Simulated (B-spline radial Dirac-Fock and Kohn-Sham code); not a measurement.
# How the binding energies of Sc add up

System: atomic scandium, [Ar] 3d3 (not the ground configuration); nuclear rms radius 3.5459 fm (A = 45).

Input file task.json (cfg lists n, l and occupation; rrms is the nuclear radius in fm):

```json
{"items": [{
  "Z": 21,
  "q": 0,
  "cfg": [[1, 0, 2], [2, 0, 2], [2, 1, 6], [3, 0, 2], [3, 1, 6], [3, 2, 3]],
  "A": 45,
  "rrms": 3.5459,
  "do": ["binding"]
}]}
```

Run with: `python xray_run.py task.json out`

These are calculated numbers from an atomic code on a B-spline grid; the model is Dirac-Fock energy differences between relaxed states, corrected for Breit and QED terms. Correlation and solid-state effects are left out. Energies are counted from the vacuum level.

All terms are in eV, carry their sign (relaxation lowers the binding energy) and add up to the binding energy; ⟨r⟩ is the mean radius of the orbital in the initial state.

```
subshell  −ε (Koopmans)  relaxation  Gaunt  retardation    QED  binding energy  ⟨r⟩ (bohr)
       K         4537.3      -39.76  -4.11         0.22  -1.72          4492.0       0.073
      L1          519.6      -18.55  -0.22         0.00  -0.16           500.7       0.340
      L2          425.6      -19.73  -0.42         0.04   0.02           405.5       0.304
      L3          420.8      -19.61  -0.28         0.04   0.01           401.0       0.307
      M1          65.91       -7.00  -0.03         0.00  -0.02           58.86       1.085
      M2          39.16       -6.20  -0.04         0.00   0.00           32.93       1.186
      M3          38.62       -6.12  -0.02         0.00   0.00           32.48       1.194
    M4,5           3.26       -1.85   0.00         0.00   0.00            1.41       2.805
```

For the deepest level, K (1s), the Breit terms make up -0.086 % of the binding energy, QED -0.038 % and orbital relaxation -0.885 %.

Spin-orbit splittings: 2p 4.50 eV, 3p 0.45 eV.
